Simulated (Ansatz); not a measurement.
One change: `CCOB(O)O` becomes `OB(O)[O][GeH3]`.

Ansatz, PBE0-D4/def2-TZVP geometries, multiplicity 1. Each molecule was computed in one conformer, which needn't be the lowest.

Scalar relativity is left out up to krypton.

| property | `CCOB(O)O` |
| --- | --- |
| size of the dipole moment (B3LYP/def2-TZVPP) / D | 0.39 |
| size of the dipole moment (PBE/def2-TZVPP) / D | 0.36 |
| HOMO energy (PBE/def2-TZVPP) / eV | -6.71 |
| LUMO energy (PBE/def2-TZVPP) / eV | -0.06 |
| HOMO–LUMO gap (PBE/def2-TZVPP) / eV | 6.64 |
| HOMO–LUMO gap (PBE0/def2-TZVPP) / eV | 9.06 |

(1) Give the same properties after the change, and the shifts. (Estimate.)

Answers

(1) Ansatz gave: 
```
                                        property  `OB(O)[O][GeH3]`  shift
size of the dipole moment (B3LYP/def2-TZVPP) / D              0.34  -0.05
  size of the dipole moment (PBE/def2-TZVPP) / D              0.28  -0.08
               HOMO energy (PBE/def2-TZVPP) / eV             -7.21  -0.50
               LUMO energy (PBE/def2-TZVPP) / eV             -0.68  -0.62
             HOMO–LUMO gap (PBE/def2-TZVPP) / eV              6.53  -0.11
            HOMO–LUMO gap (PBE0/def2-TZVPP) / eV              8.94  -0.12
```

With PBE0 the HOMO falls by 0.48 eV and the LUMO falls by 0.59 eV, so the gap narrows by about 0.11 eV. PBE moves the HOMO by -0.50 eV and ωB97M-V by -0.40 eV. Dipoles are sizes alone; their direction can turn.

B3LYP here is the variant with VWN-RPA as its local correlation; programs differ in this.
